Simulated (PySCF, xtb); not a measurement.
(E)-2-chlorobut-2-ene (C₄H₇Cl), SMILES C/C=C(\C)Cl.

GFN2-xTB (xtb) at its own geometry gives an orbital gap of 4.78 eV and a dipole moment of 2.24 D.

Coordinates come from a B3LYP-D3(BJ)/def2-SVP optimisation.

Task: What does ωB97X/def2-TZVP in PySCF give? (An estimate is asked for; the answer gives what the named calculation found.)

Result: gap 11.61 eV (levels -9.20 and 2.41 eV), dipole 2.09 D.
